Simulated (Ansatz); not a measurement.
Program: Ansatz. Geometries: PBE0-D4/def2-TZVP. ΔE: electronic, gas phase. CCSD(T)/CBS adds triple-zeta CCSD(T) − MP2 to the extrapolated MP2 energy (def2 sets, frozen cores). This one scheme is used for every species. No spin–orbit coupling; open shells (•) take unrestricted orbitals. One conformer a species, not always the lowest.

`COC(=O)[SiH3]` → `CO[C]=O`• + `[SiH3]`•  (homolysis of the C–Si bond)

`COC(=O)[SiH3]`:

Z-matrix (Å, degrees):
```
C
O 1 1.429
H 1 1.091 2 110.5
H 1 1.091 2 110.5 3 -120.5
H 1 1.087 2 105.8 3 119.8
C 2 1.340 1 115.5 3 60.4
Si 6 1.920 2 113.9 1 179.7
O 6 1.203 2 123.5 1 -0.1
H 7 1.482 6 111.7 2 2.9
H 7 1.483 6 106.8 2 -118.1
H 7 1.482 6 106.9 2 124.1
```

`CO[C]=O`•:

```xyz
7

C     0.052   -0.493   -0.560
O     0.620   -0.254    0.750
C     0.176    0.805    1.372
O    -0.621    1.618    1.051
H     0.271    0.351   -1.214
H     0.528   -1.400   -0.924
H    -1.026   -0.627   -0.475
```

`[SiH3]`•:

Z-matrix (Å, degrees):
```
Si
H 1 1.486
H 1 1.486 2 111.3
H 1 1.486 2 111.3 3 124.6
```

| species | CCSD/CBS(def2) energy (Eh) |
| --- | --- |
| `COC(=O)[SiH3]` | -519.08282 |
| `CO[C]=O`• | -228.14440 |
| `[SiH3]`• | -290.80455 |

(1) Work out ΔE.

(2) What do rigid-rotor, harmonic-oscillator terms from PBE0-D4/def2-TZVP frequencies (298.15 K, 1 bar) make of the CCSD(T)/CBS value? (An estimate is asked.)

Largest T1 diagnostic among the species: 0.020.

## Answers

(1) ΔE = (-228.14440) + (-290.80455) − (-519.08282) = 0.13387 Eh = +351.5 kJ/mol. CCSD(T)/CBS gives +357.8 kJ/mol.

(2) The calculation gave: ΔZPE = -15.9 kJ/mol, ΔH = +345.6 kJ/mol, ΔS = 157 J/(mol·K), ΔG = +299.0 kJ/mol. Open shells count their whole term as degenerate. Modes under 50 cm⁻¹ make the entropy rough.

Leaving LDA and LC-ωPBE aside and taking each functional with its dispersion term where it has one, the values, not all of them listed here, spread over 31.9 kJ/mol, from r2SCAN0-D4 to ωB97M-V. LDA lies +56.7 kJ/mol from PBE without D4, its usual overbinding. From BLYP to BHLYP (50 % exact exchange), in def2-TZVPP and without D4, ΔE moves by +14.9 kJ/mol. The D4 term adds +11.8 kJ/mol with B3LYP and +6.5 kJ/mol with PBE0; it sums over pairs of atoms, weighted by their polarisabilities, and B3LYP, whose exchange is more repulsive, gets the larger term.

B3LYP here is the variant with VWN-RPA as its local correlation; programs differ in this.
